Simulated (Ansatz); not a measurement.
Consider the substitution at a C–O bond: `OC(F)[SiH3]` + H₂Se → `FC([SiH3])[SeH]` + H₂O.

Computed with Ansatz on PBE0-D4/def2-TZVP structures; ΔE is electronic, products minus reactants. CCSD(T)/CBS is the MP2 limit (def2-TZVPP, def2-QZVPP) plus CCSD(T) − MP2 in def2-TZVPP, frozen cores. This one scheme is used for every species. DFT in def2-TZVPP. B3LYP here is the variant with VWN-RPA as its local correlation; programs differ in this. For Se outer-core shells are correlated without core-valence functions, which leaves a few kJ/mol of doubt a bond. Scalar relativity is left out up to krypton. Each species was taken in one conformer, which may not be the lowest.

`OC(F)[SiH3]`:

Z-matrix (Å, degrees):
```
C
F 1 1.398
Si 1 1.913 2 108.7
O 1 1.377 2 110.0 3 -119.2
H 1 1.099 2 104.9 3 120.5
H 3 1.484 1 108.2 2 56.3
H 3 1.485 1 108.8 2 175.4
H 3 1.482 1 108.9 2 -64.0
H 4 0.963 1 109.6 2 -70.3
```

H₂Se:

Cartesian coordinates in Å:
```
Se 0.239 -0.053 0.639
H -0.912 0.619 0.026
H 0.673 -0.565 -0.665
```

`FC([SiH3])[SeH]`:

```xyz
9

F    -1.890    0.492    0.079
C    -0.639    0.423   -0.512
Si    0.357   -1.024    0.202
Se    0.331    2.099   -0.350
H    -0.786    0.314   -1.592
H     1.574   -1.206   -0.626
H    -0.467   -2.261    0.174
H     0.727   -0.695    1.601
H     0.792    1.858    1.025
```

H₂O:

```xyz
3

O     0.095    0.226    0.303
H     0.214    0.419   -0.630
H    -0.308   -0.645    0.327
```

Question: Is it downhill or uphill in electronic energy at CCSD(T)/CBS, and by how much? (Estimate.)

Answer: The calculation gave: Downhill: ΔE = -0.26 eV.

Question: What do these levels give: r2SCAN-D4, PBE0-D4, B3LYP-D4, ωB97M-V, PBE0, HF/def2-TZVPP, SCS-MP2/def2-TZVPP, CCSD/def2-TZVPP, CCSD(T)/def2-TZVPP, MP2/def2-QZVPP, HF/CBS(def2), CCSD/CBS(def2)? (Best estimate.)

Answer: Ansatz gave: r2SCAN-D4 -0.16, PBE0-D4 -0.18, B3LYP-D4 -0.15, ωB97M-V -0.14, PBE0 -0.14, HF/def2-TZVPP 0.06, SCS-MP2/def2-TZVPP -0.22, CCSD/def2-TZVPP -0.16, CCSD(T)/def2-TZVPP -0.19, MP2/def2-QZVPP -0.33, HF/CBS(def2) 0.05, CCSD/CBS(def2) -0.22 eV.

Largest T1 diagnostic among the species: 0.012.

The D4 term adds −0.08 eV with B3LYP and −0.04 eV with PBE0; it sums over pairs of atoms, weighted by their polarisabilities, and B3LYP, whose exchange is more repulsive, gets the larger term. In def2-TZVPP, CCSD(T) changes the Hartree–Fock value by −0.25 eV (the triples alone add −0.04 eV) and MP2 by −0.35 eV.
